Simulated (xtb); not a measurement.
Cl$_{2}$Se, triplet, at a GFN2-xTB geometry (a higher spin typed on purpose: for a closed-shell molecule this is an excited state); GFN1-xTB with ALPB(dmf) in xtb.

xtb was given this input:
```
$ xtb mol.xyz --gfn 1 --uhf 2 --alpb dmf --json

# file mol.xyz
3

Se     0.09038564     0.10880543     0.81783642
Cl     0.97674330     1.18139250    -0.74251873
Cl    -1.15751457    -1.39900335    -0.89315413
```

Output, abridged:

```
   ID    Z sym.   atoms
    1   34 Se     1
    2   17 Cl     2, 3

           -------------------------------------------------
          |                Calculation Setup                |
           -------------------------------------------------

           -------------------------------------------------
          |                 G F N 1 - x T B                 |
           -------------------------------------------------

      * Solvation model:               ALPB
        Solvent                        dmf
        Parameter file                 internal GFN1-xTB/ALPB
        Dielectric constant                3.7000E+01
        Reference state                gsolv [1 M gas/solution]
        Free energy shift                  7.9351E-03 Eh       4.9794E+00 kcal/mol
        Temperature                        2.9815E+02 K
        Density                            9.5000E-01 kg/L
        Solvent mass                       7.3100E+01 g/mol
        Interaction kernel             P16
        Born radius scaling (c1)           1.8847E+00
        Born radii integrator          GBOBC
        Born offset                        0.0000E+00 a0       0.0000E+00 AA
        H-bond correction              true
        Ion screening                  false
        Surface tension                    1.0000E-05 Eh       1.5569E+01 dyn/cm
        Grid points                               230 per atom

          ...................................................
          :                      SETUP                      :
          :.................................................:
          :  # basis functions                  30          :
          :  # atomic orbitals                  27          :
          :  # shells                            9          :
          :  # electrons                        20          :
          :  # halogen bonds                     0          :
          :  max. iterations                   250          :
          :  Hamiltonian                  GFN1-xTB          :
          :  restarted?                      false          :
          :  GBSA solvation                   true          :
          :  PC potential                    false          :
          :  electronic temp.          300.0000000     K    :
          :  accuracy                    1.0000000          :
          :  -> integral cutoff          0.2500000E+02      :
          :  -> integral neglect         0.1000000E-07      :
          :  -> SCF convergence          0.1000000E-05 Eh   :
          :  -> wf. convergence          0.2000000E-04 e    :
          :  Broyden damping             0.4000000          :
          :  net charge                          0          :
          :  unpaired electrons                  2          :
          ...................................................

 iter      E             dE          RMSdq      gap      omega  full diag
   1    -11.7587130 -0.117587E+02  0.457E+00    2.22       0.0  T
   2    -11.7566587  0.205426E-02  0.198E+00    1.89       1.0  T
   3    -11.7596047 -0.294602E-02  0.264E+00    1.89       1.0  T
   4    -11.7737424 -0.141377E-01  0.784E-01    1.82       1.0  T
   5    -11.7746991 -0.956684E-03  0.135E-01    1.83       1.0  T
   6    -11.7747596 -0.604493E-04  0.109E-02    1.83       5.3  T
   7    -11.7747596 -0.882075E-07  0.250E-03    1.83      23.1  T
   8    -11.7747597 -0.811222E-08  0.253E-03    1.83      22.9  T
   9    -11.7747597 -0.808124E-08  0.357E-05    1.83    1616.5  T
  10    -11.7747597 -0.202505E-11  0.292E-06    1.83   19798.4  T

   *** convergence criteria satisfied after 10 iterations ***

 transition dipole moment (au) for excitation:          10          11
     X       Y       Z
  -0.0290   0.0239   0.0000  total (au/Debye):    0.038   0.096
 dE (eV)             :    1.481
 oscillator strength :  0.72444E-04

         :::::::::::::::::::::::::::::::::::::::::::::::::::::
         ::                     SUMMARY                     ::
[...]
         :: total energy             -11.771989758509 Eh    ::
[...]
         ::    -> Gshift               0.007935132256 Eh    ::
         :: repulsion energy           0.003913851919 Eh    ::
         :: dispersion energy         -0.001143948227 Eh    ::
         :: halogen bond corr.         0.000000000000 Eh    ::
         :: add. restraining           0.000000000000 Eh    ::
         :: total charge               0.000000000000 e     ::
         :::::::::::::::::::::::::::::::::::::::::::::::::::::

           -------------------------------------------------
          |                Property Printout                |
           -------------------------------------------------

    * Orbital Energies and Occupations

         #    Occupation            Energy/Eh            Energy/eV
      -------------------------------------------------------------
         1        2.0000           -0.9735754             -26.4923
         2        2.0000           -0.9344184             -25.4268
         3        2.0000           -0.8607193             -23.4214
         4        2.0000           -0.5524138             -15.0319
         5        2.0000           -0.5321428             -14.4803
         6        2.0000           -0.5225658             -14.2197
         7        2.0000           -0.4799437             -13.0599
         8        2.0000           -0.4600128             -12.5176
         9        2.0000           -0.4548695             -12.3776
        10        1.0000           -0.4285237             -11.6607
        11        1.0000           -0.3740966             -10.1797 (HOMO)
        12                         -0.3069755              -8.3532 (LUMO)
        13                         -0.1123480              -3.0571
        14                         -0.0993570              -2.7036
        15                         -0.0961408              -2.6161
        16                         -0.0902696              -2.4564
        17                         -0.0835526              -2.2736
        18                         -0.0814687              -2.2169
        19                         -0.0554489              -1.5088
        20                         -0.0412907              -1.1236
        21                         -0.0403247              -1.0973
        22                         -0.0005934              -0.0161
       ...                                ...                  ...
        27                          0.2876382               7.8270
      -------------------------------------------------------------
                  HL-Gap            0.0671210 Eh            1.8265 eV
             Fermi-level           -0.3911153 Eh          -10.6428 eV

  Mulliken/CM5 charges         n(s)   n(p)   n(d)
     1Se    0.25204  0.25924   1.986  3.638  0.123
     2Cl    0.11210  0.10649   1.961  4.911  0.016
     3Cl   -0.36414 -0.36573   1.994  5.366  0.004

Wiberg/Mayer (AO) data.
largest (>0.10) Wiberg bond orders for each atom

 ---------------------------------------------------------------------------
     #   Z sym  total        # sym  WBO       # sym  WBO       # sym  WBO
 ---------------------------------------------------------------------------
     1  34 Se   2.183 --     2 Cl   1.431     3 Cl   0.752
     2  17 Cl   1.549 --     1 Se   1.431     3 Cl   0.118
     3  17 Cl   0.870 --     1 Se   0.752     2 Cl   0.118
 ---------------------------------------------------------------------------

Topologies differ in total number of bonds
Writing topology from bond orders to xtbtopo.mol

 dipole moment from electron density (au)
     X       Y       Z
   0.9884   1.1945   1.0209  total (Debye):    4.718

           -------------------------------------------------
          | TOTAL ENERGY              -11.771989758509 Eh   |
          | GRADIENT NORM               0.005819862473 Eh/α |
          | HOMO-LUMO GAP               1.826455918184 eV   |
           -------------------------------------------------

normal termination of xtb
```
